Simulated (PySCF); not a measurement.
Gas-phase reaction: InCl₃ + 2 InH₃ → 3 InH₂Cl

Computed with PySCF and rigid-rotor harmonic-oscillator thermochemistry at 1 bar. † marks an energy on the PBE0/def2-TZVP geometry and frequencies; other levels use their own. CCSD(T) freezes the core. All species are closed-shell singlets. B3LYP is the form with VWN-RPA correlation. In: scalar-relativistic def2 core potential, no spin-orbit coupling. InH₃, InH₂Cl: computed as isolated molecules; such fragments, hydroxides, amides, oligomers or adducts are transient or little studied in the gas. CCSD(T) isn't extrapolated to the basis-set limit; its ΔH°(298 K) is -36.5 kJ in def2-SVP and -49.2 kJ in def2-TZVPP. The harmonic model lacks anharmonicity and excited electronic states, which grow with temperature; levels with a mode under 35 cm⁻¹ are left out. Soft modes under 120 cm⁻¹ make the harmonic entropy rough for InCl₃.

ΔH° and ΔS° at 298 K: B3LYP/def2-TZVP† -58 kJ, 29 J/K; CCSD(T)/def2-SVP† -37 kJ, 29 J/K; CCSD(T)/def2-TZVPP† -49 kJ, 29 J/K; PBE/def2-TZVP† -57 kJ, 29 J/K; PBE0/def2-TZVP -55 kJ, 29 J/K; r2SCAN/def2-TZVP† -58 kJ, 29 J/K.

**Question.** With the heat capacities included, give log10 K (1 bar) at 500, 800, 1000, 1200, 1400 K from B3LYP/def2-TZVP†, CCSD(T)/def2-SVP†, CCSD(T)/def2-TZVPP†, PBE/def2-TZVP†, PBE0/def2-TZVP, r2SCAN/def2-TZVP†.

**Answer.** 
| T (K) | B3LYP/def2-TZVP† | CCSD(T)/def2-SVP† | CCSD(T)/def2-TZVPP† | PBE/def2-TZVP† | PBE0/def2-TZVP | r2SCAN/def2-TZVP† |
|---|---|---|---|---|---|---|
| 500 | 7.6 | 5.3 | 6.7 | 7.5 | 7.3 | 7.6 |
| 800 | 5.3 | 3.9 | 4.7 | 5.2 | 5.1 | 5.3 |
| 1000 | 4.5 | 3.4 | 4.1 | 4.5 | 4.4 | 4.5 |
| 1200 | 4.0 | 3.1 | 3.6 | 4.0 | 3.9 | 4.0 |
| 1400 | 3.6 | 2.8 | 3.3 | 3.6 | 3.5 | 3.6 |
